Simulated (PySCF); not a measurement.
Job file and geometry (Å, from GFN2-xTB) of an NMR shielding run on `[Si@@H](C#CC(C)=O)(P)C[SiH3]`, C₅H₁₁OPSi₂, GIAO PBE0/pcSseg-1 NMR shielding, non-relativistic, gas phase (PySCF 2.14.0, density-fitted response routines); density fitting, a coarse starting grid and PySCF grid level 2 are the driver's defaults:

```
$ OMP_NUM_THREADS=1 python probes_run.py task.json out

{"job": {"kind": "nmr", "xc": "PBE0", "basis": "pcSseg-1"}, "charge": 0, "multiplicity": 1}
C      4.102543     0.318976     0.178076
C      2.875144     1.093151    -0.236102
O      2.901912     2.186027    -0.747409
C      1.652316     0.387335     0.044704
C      0.619623    -0.193457     0.287868
Si    -0.967754    -1.092022     0.632157
P     -1.524763    -2.092395    -1.305193
C     -2.310665     0.153278     1.143091
Si    -2.800386     1.419288    -0.199029
H      4.034056     0.058723     1.232509
H      4.994856     0.912285    -0.003219
H      4.153444    -0.606645    -0.392936
H     -0.659825    -2.038806     1.724278
H     -0.583013    -3.099989    -1.180951
H     -2.516018    -2.876788    -0.735452
H     -1.962237     0.684532     2.028051
H     -3.202566    -0.395045     1.448478
H     -3.817986     2.309259     0.371230
H     -3.371231     0.696005    -1.337754
H     -1.622598     2.186966    -0.594218
```

Problem. Write the output of this run.

Solution. 
```
coarse grid: 18208 points
cycle   1  E = -1191.6823782499  dE =  8.925e-01  |g| = 8.594e-01  |ddm| = 4.238e+00
cycle   2  E = -1191.2684867161  dE =  4.139e-01  |g| = 1.685e+00  |ddm| = 3.289e+00
cycle   3  E = -1191.8244326946  dE = -5.559e-01  |g| = 2.367e-01  |ddm| = 2.530e+00
cycle   4  E = -1191.8371206523  dE = -1.269e-02  |g| = 6.537e-02  |ddm| = 2.988e-01
cycle   5  E = -1191.8380456647  dE = -9.250e-04  |g| = 1.818e-02  |ddm| = 7.912e-02
cycle   6  E = -1191.8381181111  dE = -7.245e-05  |g| = 8.505e-03  |ddm| = 2.385e-02
cycle   7  E = -1191.8381332297  dE = -1.512e-05  |g| = 3.682e-03  |ddm| = 8.912e-03
cycle   8  E = -1191.8381362967  dE = -3.067e-06  |g| = 9.020e-04  |ddm| = 3.256e-03
final grid: 162120 points
cycle   9  E = -1191.9027016429  dE = -1.272e-05  |g| = 1.260e-02  |ddm| = 4.296e-02
cycle  10  E = -1191.9026071064  dE =  9.454e-05  |g| = 2.533e-02  |ddm| = 3.683e-02
cycle  11  E = -1191.9027328280  dE = -1.257e-04  |g| = 2.066e-03  |ddm| = 2.669e-02
cycle  12  E = -1191.9027337668  dE = -9.388e-07  |g| = 2.961e-04  |ddm| = 2.097e-03
cycle  13  E = -1191.9027337821  dE = -1.524e-08  |g| = 1.742e-04  |ddm| = 4.521e-04
cycle  14  E = -1191.9027337885  dE = -6.467e-09  |g| = 7.184e-05  |ddm| = 1.735e-04
cycle  15  E = -1191.9027337898  dE = -1.261e-09  |g| = 1.747e-05  |ddm| = 7.256e-05
cycle  16  E = -1191.9027337899  dE = -7.913e-11  |g| = 2.869e-06  |ddm| = 2.015e-05
converged SCF energy = -1191.9027337899

GIAO shielding tensors (ppm)
atom      isotropic    diamagn.    paramagn.     s11        s22        s33       span
  0 C      150.141     255.463    -105.322    125.024    132.666    192.734     67.709
  1 C       -0.497     246.669    -247.166   -102.605      0.232    100.882    203.487
  2 O     -377.069     400.131    -777.200  -1008.660   -475.434    352.887   1361.548
  3 C       75.358     273.117    -197.759    -28.035     -9.395    263.505    291.540
  4 C       86.814     261.586    -174.772      8.157     29.105    223.179    215.022
  5 Si     391.292     883.978    -492.686    365.943    374.627    433.306     67.362
  6 P      613.849     968.641    -354.792    545.449    613.546    682.552    137.103
  7 C      194.451     258.599     -64.148    184.518    198.170    200.665     16.147
  8 Si     426.621     880.052    -453.430    407.053    412.509    460.302     53.249
  9 H       29.243      29.876      -0.634     26.145     29.736     31.847      5.702
 10 H       29.590      26.913       2.677     26.425     27.318     35.026      8.601
 11 H       29.267      29.954      -0.687     26.188     29.621     31.993      5.805
 12 H       26.215      30.644      -4.429     23.320     23.478     31.845      8.525
 13 H       30.411      30.775      -0.364     24.762     27.419     39.053     14.290
 14 H       30.710      30.046       0.664     25.291     27.837     39.002     13.712
 15 H       31.462      32.949      -1.487     26.294     28.605     39.487     13.193
 16 H       31.900      30.116       1.783     27.046     28.893     39.760     12.715
 17 H       27.663      28.592      -0.928     23.914     25.148     33.928     10.015
 18 H       27.603      29.591      -1.988     23.161     27.722     31.926      8.765
 19 H       27.454      30.336      -2.883     23.272     27.017     32.072      8.800
```

Problem. Turn these shieldings into chemical shifts. References, each an isolated molecule treated in the same way: TMS for ¹³C (σref 186.93) and ²⁹Si (σref 349.16) and ¹H (σref 31.72); ¹⁷O (σref 336.08) vs H2O; H3PO4 for ³¹P (σref 318.38).

Solution. Averaging equivalent atoms: C 1: 187.4; C 3: 111.6; C 4: 100.1; C 0: 36.8; C 7: -7.5; O 2: 713.1; Si 5: -42.1; Si 8: -77.5; P 6: -295.5; H 12: 5.50; H 17/18/19: 4.14; H 9/10/11: 2.35; H 13/14: 1.16; H 15: 0.25; H 16: -0.18 ppm. Unscaled 17O shifts of doubly bonded oxygen tend to come out too high, by tens of ppm or more. Experimental scales use liquid or dissolved standards, which lie at an offset from isolated H2O (liquid H2O: subtract about 36 ppm) and H3PO4.

Size and cost of the density-fitted run: 229 basis functions, 100 s wall time on 1 thread of an Arm Neoverse N1, shared host; peak memory 0.96 GiB.
